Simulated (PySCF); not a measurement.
C₃H₈O₂Si, SMILES C=C[SiH](O)OC.

Geometry optimised at PBE0-D3(BJ)/def2-SVP. Other conformers were not sampled.

Two levels are set side by side: TDA-PBE/def2-SVPD (PySCF) and TDA-CAM-B3LYP/def2-SVPD (PySCF). Vertical, same geometry. The lowest singlet is HOMO→LUMO 99 % with PBE and HOMO−2→LUMO 47 %, HOMO−3→LUMO 28 %, HOMO−1→LUMO 12 % with the other functional; states are paired by order. Differences are taken from unrounded values.

```
quantity                               TDA-CAM-B3LYP  TDA-PBE  TDA-PBE minus TDA-CAM-B3LYP
-------------------------------------  -------------  -------  ---------------------------
lowest singlet excitation (eV)                  6.65     5.10                        -1.56
lowest triplet excitation (TDA) (eV)            4.22     4.34                         0.12
first bright state (f over 0.05) (eV)           7.56     7.23                        -0.33
its oscillator strength                         0.17     0.23                         0.06
```

Functionals without exact exchange tend to place singlet excitations lower, as here. Differences between two approximate levels are no errors against the true value.

Rough cost on one machine, each run with all the roots and properties that it gave: TDA-CAM-B3LYP against TDA-PBE about 4 times.
